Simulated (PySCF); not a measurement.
Coordinates in bohr (charge 0 multiplicity 2):
```
Sn    0.0000    0.0000    0.3719
O     0.0000    0.0000   -3.0816
H     0.0000    0.0000    4.6589
```

These are results of UPBE0/[Sn def2-TZVP with ECP28, O def2-TZVP, H def2-TZVP], scalar-relativistic core potentials, density fitting, no spin–orbit coupling, PySCF, not measurements.

This geometry of HSnO is a stationary point at this level.

What is the point group?

C∞v.

Is it a minimum?

No: it has 2 imaginary modes (one degenerate set), at 366i cm⁻¹ (π).

List the harmonic modes with their infrared intensities.


```tsv
symmetry	ω (cm⁻¹)	IR (km/mol, summed over degenerate members)	type
π	366i	–	bend
σ+	379	17.4	stretch
σ+	837	62.8	stretch
```

Give the atomic charges and bond orders.


```json
{"atom": "Sn1", "Mulliken": "0.65", "Löwdin": "0.48", "polar tensor": "0.50", "spin (Mulliken)": "0.09", "Mayer order to Sn1": "–"}
{"atom": "O2", "Mulliken": "-0.58", "Löwdin": "-0.43", "polar tensor": "-0.55", "spin (Mulliken)": "0.16", "Mayer order to Sn1": "2.02"}
{"atom": "H3", "Mulliken": "-0.07", "Löwdin": "-0.05", "polar tensor": "0.05", "spin (Mulliken)": "0.75", "Mayer order to Sn1": "0.29"}
```

In C∞v the vibrations span π + 2σ+.

Only a few start shapes were tried, so a lower isomer may exist. At this level a doublet minimum of Cs symmetry lies 96 kJ/mol below this structure. Spin–orbit coupling, left out here, can matter for elements this heavy.
